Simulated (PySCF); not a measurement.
VOCl3, SMILES [O]=[V]([Cl])([Cl])[Cl], multiplicity 1. Atoms are numbered in the order given.

```xyz
5

V      0.0000     0.0000    -0.2605
O      0.0000     0.0000    -1.8189
Cl     1.7683     1.0210     0.4028
Cl    -1.7683     1.0210     0.4028
Cl     0.0000    -2.0419     0.4028
```
Charge 0, spin multiplicity 1.

Geometry optimised at PBE-D3(BJ)/def2-SVP. The spin state was assumed, not searched.

Two levels are set side by side: PBE/pcSseg-1 (PySCF) and B3LYP/pcSseg-1 (PySCF). GIAO shifts against H2O (¹⁷O), HCl (³⁵Cl) at the same level; non-relativistic, no solvent, atoms listed together averaged. Without spin–orbit terms, shifts of atoms bonded to Cl or Br come out too high at both levels. Differences are taken from unrounded values.

| quantity | B3LYP | PBE | PBE minus B3LYP |
|---|---|---|---|
| δ(¹⁷O) of O2 (ppm) | 1497.3 | 1253.3 | -244.0 |
| δ(³⁵Cl) of Cl3, Cl4, Cl5 (ppm) | 1038.2 | 971.1 | -67.1 |

Rough cost on one machine, each run with all the roots and properties that it gave: B3LYP against PBE within a factor of 2.
